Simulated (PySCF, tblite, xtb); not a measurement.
Dissociation curve of AlN, triplet.

- UHF/LANL2DZ = unrestricted Hartree-Fock/LANL2DZ, with its core potentials past Ne in PySCF
- UKS-r2SCAN = unrestricted r2SCAN/cc-pVDZ in PySCF
- UKS-PBE = unrestricted PBE/cc-pVDZ (PySCF)
- GFN1-xTB (xtb)
- GFN2-xTB, 300 K electronic temperature (tblite)

Energies are in kcal/mol, each relative to the lowest point of its own curve near equilibrium.

```json
[
 {"R / Å": "1.35", "UHF/LANL2DZ": "137.7", "UKS-r2SCAN": "110.4", "UKS-PBE": "112.9", "GFN1-xTB": "109.9", "GFN2-xTB": "110.4"},
 {"R / Å": "1.42", "UHF/LANL2DZ": "94.9", "UKS-r2SCAN": "69.5", "UKS-PBE": "70.8", "GFN1-xTB": "63.6", "GFN2-xTB": "58.9"},
 {"R / Å": "1.52", "UHF/LANL2DZ": "54.1", "UKS-r2SCAN": "31.6", "UKS-PBE": "32.8", "GFN1-xTB": "25.9", "GFN2-xTB": "19.0"},
 {"R / Å": "1.61", "UHF/LANL2DZ": "31.7", "UKS-r2SCAN": "12.7", "UKS-PBE": "13.6", "GFN1-xTB": "9.2", "GFN2-xTB": "3.7"},
 {"R / Å": "1.67", "UHF/LANL2DZ": "21.1", "UKS-r2SCAN": "5.6", "UKS-PBE": "6.2", "GFN1-xTB": "3.6", "GFN2-xTB": "0.0"},
 {"R / Å": "1.75", "UHF/LANL2DZ": "11.0", "UKS-r2SCAN": "0.8", "UKS-PBE": "1.1", "GFN1-xTB": "0.3", "GFN2-xTB": "0.1"},
 {"R / Å": "1.79", "UHF/LANL2DZ": "7.4", "UKS-r2SCAN": "0.0", "UKS-PBE": "0.2", "GFN1-xTB": "0.0", "GFN2-xTB": "1.6"},
 {"R / Å": "1.84", "UHF/LANL2DZ": "4.1", "UKS-r2SCAN": "0.0", "UKS-PBE": "0.0", "GFN1-xTB": "0.4", "GFN2-xTB": "4.5"},
 {"R / Å": "1.90", "UHF/LANL2DZ": "1.5", "UKS-r2SCAN": "1.2", "UKS-PBE": "1.0", "GFN1-xTB": "1.9", "GFN2-xTB": "8.9"},
 {"R / Å": "1.96", "UHF/LANL2DZ": "0.1", "UKS-r2SCAN": "3.2", "UKS-PBE": "3.1", "GFN1-xTB": "4.2", "GFN2-xTB": "14.1"},
 {"R / Å": "2.05", "UHF/LANL2DZ": "0.0", "UKS-r2SCAN": "4.5", "UKS-PBE": "5.5", "GFN1-xTB": "8.5", "GFN2-xTB": "22.7"},
 {"R / Å": "2.20", "UHF/LANL2DZ": "2.9", "UKS-r2SCAN": "—", "UKS-PBE": "9.4", "GFN1-xTB": "17.3", "GFN2-xTB": "37.9"}
]
```

At the longest distance, 2.20 Å, GFN2-xTB lies highest above its minimum (37.9 kcal/mol) and UHF/LANL2DZ lowest (2.9 kcal/mol).

A dash means that the run gave no value there, or that the column was ended at a point which the program doubted or which failed a test of continuity chosen for this set; such a test can also cut sound points.

The scan ran from 1.35 to 7.23 Å; beyond the distances shown one of the unrestricted levels run for this scan, shown here or not, changes its spin distribution in one step. The unrestricted determinant behind UHF/LANL2DZ is spin-contaminated at 1.35, 1.61 to 1.90 Å (<S²> up to 2.2, against 2.00 for a pure triplet).
